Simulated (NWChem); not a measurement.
Program: NWChem. System: H₄AlClS, charge 0, spin multiplicity 1, at a geometry optimised with B3LYP/def2-SVP. The structure started from a generated list of species. Level: MP2/def2-SVP, 15 core orbitals frozen.

Output (cleaned and shortened):

```
             Northwest Computational Chemistry Package (NWChem) 7.3.0
             --------------------------------------------------------

                                NWChem Input Module
                                -------------------

 Scaling coordinates for geometry "geometry" by  1.889725989
 (inverse scale =  0.529177249)

                             Geometry "geometry" -> ""
                             -------------------------

 Output coordinates in angstroms (scale by  1.889725989 to convert to a.u.)

  No.       Tag          Charge          X              Y              Z
 ---- ---------------- ---------- -------------- -------------- --------------
    1 Al                  13.0000    -0.68411700    -0.72179500    -0.49266500
    2 H                    1.0000    -0.35348200    -2.22473700    -0.12309500
    3 H                    1.0000    -2.15621400    -0.16124500    -0.64546200
    4 Cl                  17.0000     0.84621900     0.34503000    -1.56030400
    5 S                   16.0000    -0.24531500     0.26496900     1.89369700
    6 H                    1.0000     1.09946900     0.10235200     1.88632900
    7 H                    1.0000    -0.15692700     1.56195200     1.51290200

 Effective nuclear repulsion energy (a.u.)     178.9792426238

            Nuclear Dipole moment (a.u.)
            ----------------------------
        X                 Y               Z
 ---------------- ---------------- ----------------
     0.0000151178     0.0000018897     0.0000245664


 Summary of "ao basis" -> "" (spherical)
 ------------------------------------------------------------------------------
       Tag                 Description            Shells   Functions and Types
 ---------------- ------------------------------  ------  ---------------------
 *                          def2-svp                  on all atoms

 Summary of "ao basis" -> "ao basis" (spherical)
 ------------------------------------------------------------------------------
       Tag                 Description            Shells   Functions and Types
 ---------------- ------------------------------  ------  ---------------------
 Al                         def2-svp                 8       18   4s3p1d
 H                          def2-svp                 3        5   2s1p
 Cl                         def2-svp                 8       18   4s3p1d
 S                          def2-svp                 8       18   4s3p1d
[...]
    1 Al  13    12.16   2.00  1.99  0.79  0.04  5.94  0.77  0.43  0.20
    2 H    1     1.28   0.72  0.55  0.01
    3 H    1     1.28   0.72  0.55  0.01
    4 Cl  17    17.45   2.00  1.99  1.18  0.78  5.94  2.09  3.46  0.01
    5 S   16    16.09   2.00  1.99  1.19  0.63  5.94  1.76  2.51  0.07
    6 H    1     0.88   0.69  0.15  0.03
    7 H    1     0.88   0.69  0.15  0.03

       Multipole analysis of the density wrt the origin
       ------------------------------------------------

     L   x y z        total         open         nuclear
     -   - - -        -----         ----         -------
     0   0 0 0     -0.000000      0.000000     50.000000

     1   1 0 0      0.171563      0.000000      0.000015
     1   0 1 0      0.510064      0.000000      0.000002
     1   0 0 1      1.448055      0.000000      0.000025

     2   2 0 0    -32.730214      0.000000     90.091592
     2   1 1 0     -0.183132      0.000000     40.511206
     2   1 0 1      2.659094      0.000000    -79.369047
     2   0 2 0    -31.244510      0.000000     61.942192
     2   0 1 1      2.601543      0.000000     22.973654
     2   0 0 2    -30.522749      0.000000    386.385468

                   NWChem MP2 Semi-direct Energy/Gradient Module
                   ---------------------------------------------

  Basis functions       =     74
  Molecular orbitals    =     74
  Frozen core           =     15
  Frozen virtuals       =      0
  Active alpha occupied =     10
  Active beta occupied  =     10
  Active alpha virtual  =     49
  Active beta virtual   =     49
  Use MO symmetry       = F
  Use skeleton AO sym   = F

  AO/Fock/Back tols     =   1.0D-09  1.0D-09  1.0D-09

 GA uses MA = F    GA memory limited = T

 Available:
  local mem=  1.15D+08
 global mem=  1.31D+08
 local disk=  0.00D+00
  mp2_memr nvloc                    49
  nvloc new                    49
   1 passes of  10:        3145728                      23666                   4439336.
   1 passes of  10: M    114684916           G      131061048           F     111539188.

 Semi-direct pass number   1 of   1  for RHF alpha+beta  at        2.0s
  vrange nnbf                  2659
  mp2_eaftype                    16  avail_ma_in_mb                   999
 EAF : mp2_eaftype filesize          16    2219668.
  mp2_eaf for mointskh                     16
Node 0 wrote     10.4 Mb in      0.0 s     Agg I/O rate:  1092.1 Mb/s
 Done moints_semi at        4.0s
  mp2_eaftype                    16  avail_ma_in_mb                   983
 EAF : mp2_eaftype filesize          16    2219668.
  mp2_eaf for kh                    16
 Done maket at        4.1s
 Done multipass loop at        4.1s

          -------------------------------------------
          SCF energy               -1101.003602039665
          Correlation energy          -0.347393709638
          Singlet pairs               -0.234396571081
          Triplet pairs               -0.112997138557
          Total MP2 energy         -1101.350995749303
          -------------------------------------------

          ---------------------------------------------------
                    Spin Component Scaled (SCS) MP2
          Same spin pairs                     -0.075331425705
          Same spin scaling factor             0.333333333333
          Opposite spin pairs                 -0.272062283933
          Opposite spin scaling fact.          1.200000000000
          SCS-MP2 correlation energy          -0.351585215955
          Total SCS-MP2 energy             -1101.355187255620
          ---------------------------------------------------

 -----------------------
 Performance information
 -----------------------

 Timer overhead =  1.62D-07 seconds/call

               Nr. of calls         CPU time (s)                 Wall time (s)                GFlops
             ---------------    -------------------     ------------------------------   -------------------
Name         Min   Avg   Max    Min     Avg     Max     Min     Avg     Max   Mx/calls   Min     Max     Sum
mp2: moin     1     1     1    2.0     2.0     2.0      2.0     2.0     2.0     2.0      0.0     0.0     0.0
mp2: make     1     1     1   0.13    0.13    0.13     0.13    0.13    0.13    0.13      0.0     0.0     0.0
mp2: tota     1     1     1    2.2     2.2     2.2      2.2     2.2     2.2     2.2      0.0     0.0     0.0

 The average no. of pstat calls per process was 3.00D+00
 with a timing overhead of 4.85D-07s

 Task  times  cpu:        4.1s     wall:        4.1s

 Total times  cpu:        4.1s     wall:        4.1s
```

Q: Write an NWChem input that would produce this output.

A: This is not unique; one that fits is 
```
start mol
memory heap 200 mb stack 800 mb global 1000 mb
geometry units angstroms nocenter noautoz noautosym
  Al    -0.684117    -0.721795    -0.492665
  H     -0.353482    -2.224737    -0.123095
  H     -2.156214    -0.161245    -0.645462
  Cl     0.846219     0.345030    -1.560304
  S     -0.245315     0.264969     1.893697
  H      1.099469     0.102352     1.886329
  H     -0.156927     1.561952     1.512902
end
basis spherical
  * library def2-svp
end
scf
  rhf
  nopen 0
  maxiter 100
  thresh 1e-7
  semidirect memsize 60000000 filesize 0
end
mp2
  freeze core 15
end
task mp2 energy
```
